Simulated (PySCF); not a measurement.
C3H6O2Si, SMILES O[SiH2][C@@H]1C=CO1. Atoms are numbered in the order given.

```xyz
12

O      2.2703     0.6197    -0.3360
Si     1.1689    -0.5218     0.1814
C     -0.4897     0.2948     0.6116
C     -1.7043    -0.6008     0.6735
C     -2.0689    -0.0711    -0.5094
O     -1.0299     0.8231    -0.6714
H      2.0045     1.1372    -1.1065
H      0.8665    -1.5440    -0.8601
H      1.7664    -1.1471     1.3898
H     -0.4220     1.1083     1.3534
H     -2.0787    -1.3570     1.3572
H     -2.8473    -0.1722    -1.2685
```

Geometry optimised at B3LYP-D3(BJ)/def2-SVP. The structure was generated by enumeration; whether it is a known compound was not checked. Other conformers were not sampled.

Method: PBE/def2-TZVP in PySCF.

ESP charges are fitted to the potential on shells at 1.4 to 2.0 van der Waals radii. Atomic charges (e):

| atom | Mulliken | IAO | ESP fit |
|---|---|---|---|
| O1 | -0.49 | -0.77 | -0.59 |
| Si2 | 0.36 | 0.97 | 0.38 |
| C3 | 0.00 | -0.20 | 0.07 |
| C4 | -0.25 | -0.27 | -0.51 |
| C5 | 0.02 | 0.04 | 0.08 |
| O6 | -0.25 | -0.35 | -0.27 |
| H7 | 0.32 | 0.37 | 0.41 |
| H8 | -0.05 | -0.14 | -0.07 |
| H9 | -0.04 | -0.13 | -0.04 |
| H10 | 0.12 | 0.17 | 0.14 |
| H11 | 0.13 | 0.17 | 0.24 |
| H12 | 0.12 | 0.16 | 0.16 |

Computed Mayer and Wiberg (Löwdin basis) orders of the bonds:
```
bond    Mayer  Wiberg
------  -----  ------
O1–Si2   1.21    1.70
Si2–C3   0.92    1.04
C3–C4    1.00    1.20
C4–C5    1.80    1.94
C3–O6    0.93    1.24
C5–O6    1.09    1.55
O1–H7    0.88    1.02
Si2–H8   0.91    0.92
Si2–H9   0.93    0.92
C3–H10   0.91    0.83
C4–H11   0.95    0.88
C5–H12   0.95    0.89
```
